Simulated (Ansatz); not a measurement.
Reactions of Cl4H4N2Si2 (`N[Si](Cl)(Cl)[Si](N)(Cl)Cl`).

Computed with Ansatz on PBE0-D4/def2-TZVP structures; ΔE is electronic, products minus reactants. CCSD(T)/CBS is the MP2 limit (def2-TZVPP, def2-QZVPP) plus CCSD(T) − MP2 in def2-TZVPP, frozen cores. This one scheme is used for every species. DFT in def2-TZVPP. One conformer a species, not always the lowest.

```json
{"reaction": "`N[Si](Cl)(Cl)[Si](N)(Cl)Cl` + `N[Si@@H](Cl)[Si@@H](N)Cl` → 2 `N[SiH](Cl)[Si](N)(Cl)Cl`", "PBE-D4 (kJ/mol)": "-6", "PBE0-D4 (kJ/mol)": "-6"}
{"reaction": "`N[Si](Cl)(Cl)[Si](N)(Cl)Cl` + `N[SiH2][SiH](N)Cl` → `N[SiH](Cl)[Si](N)(Cl)Cl` + `N[SiH2][Si](N)(Cl)Cl`", "PBE-D4 (kJ/mol)": "-8", "PBE0-D4 (kJ/mol)": "-8"}
{"reaction": "`N[Si](Cl)(Cl)[Si](N)(Cl)Cl` + HCl → `N[Si](Cl)(Cl)Cl` + `N[SiH](Cl)Cl`", "PBE-D4 (kJ/mol)": "-82", "PBE0-D4 (kJ/mol)": "-90"}
{"reaction": "`N[Si](Cl)(Cl)[Si](N)(Cl)Cl` → `N[Si](Cl)(Cl)Cl` + `N[Si]Cl`", "PBE-D4 (kJ/mol)": "132", "PBE0-D4 (kJ/mol)": "142"}
```

(1) Give the CCSD(T)/CBS values in the same order. (Best estimate.)

Largest T1 diagnostic: 0.013, for `N[Si]Cl`.

Results:

(1) Ansatz gave: -6, -8, -100, 127 kJ/mol.
